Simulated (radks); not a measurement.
Pb19+, 63 electrons, occupied as [Kr] 4d10 4f14 5s2 5p1.

Method: non-relativistic Kohn-Sham, PBE, spin-polarised, spherical densities, point nucleus; open shells are filled with parallel spins first (spin-orbit coupling, left out, can overturn this in heavy ions); relativity is left out, which matters for an element this heavy; computed with a radial shooting solver on a logarithmic mesh with Libxc functionals.

Energy parts (eV):
total: -527812.41
kinetic: 527710.08
electron-nucleus: -1228337.68
Hartree: 182253.28
exchange-correlation: -9438.09

Orbitals (lengths in bohr, moments of r in powers of bohr):
| orbital | occ. | eigenvalue (eV) | <r^4> | <r^2> | <r> |
|---|---|---|---|---|---|
| 1s up | 1 | -79436.99 | 5.218e-07 | 0.0004552 | 0.01846 |
| 1s down | 1 | -79436.79 | 5.218e-07 | 0.0004552 | 0.01846 |
| 2s up | 1 | -13744.61 | 0.00008333 | 0.007055 | 0.07760 |
| 2s down | 1 | -13744.51 | 0.00008333 | 0.007055 | 0.07760 |
| 2p up | 3 | -13253.19 | 0.00005204 | 0.005198 | 0.06554 |
| 2p down | 3 | -13253.02 | 0.00005204 | 0.005198 | 0.06554 |
| 3s up | 1 | -3598.545 | 0.002789 | 0.04334 | 0.1951 |
| 3s down | 1 | -3598.428 | 0.002788 | 0.04334 | 0.1951 |
| 3p up | 3 | -3364.679 | 0.002452 | 0.03979 | 0.1856 |
| 3p down | 3 | -3364.531 | 0.002452 | 0.03979 | 0.1856 |
| 3d up | 5 | -2928.622 | 0.001612 | 0.03049 | 0.1617 |
| 3d down | 5 | -2928.475 | 0.001612 | 0.03049 | 0.1617 |
| 4s up | 1 | -1118.734 | 0.05837 | 0.2024 | 0.4243 |
| 4s down | 1 | -1118.439 | 0.05827 | 0.2023 | 0.4242 |
| 4p up | 3 | -1015.682 | 0.06166 | 0.2058 | 0.4263 |
| 4p down | 3 | -1015.359 | 0.06153 | 0.2057 | 0.4262 |
| 4d up | 5 | -825.3941 | 0.06859 | 0.2110 | 0.4286 |
| 4d down | 5 | -825.0335 | 0.06835 | 0.2107 | 0.4283 |
| 4f up | 7 | -566.8646 | 0.08403 | 0.2165 | 0.4292 |
| 4f down | 7 | -566.4385 | 0.08332 | 0.2157 | 0.4286 |
| 5s up | 1 | -488.9725 | 0.8701 | 0.8009 | 0.8492 |
| 5s down | 1 | -486.7397 | 0.8707 | 0.8008 | 0.8490 |
| 5p up | 1 | -448.7004 | 1.011 | 0.8598 | 0.8786 |
| 5p down | 0 | -446.4639 | 1.013 | 0.8602 | 0.8787 |

The highest occupied level is 5p up at -448.70 eV. The electron density at the nucleus is 3.964e+05 e/bohr^3. Virial ratio -V/T = 2.00019.
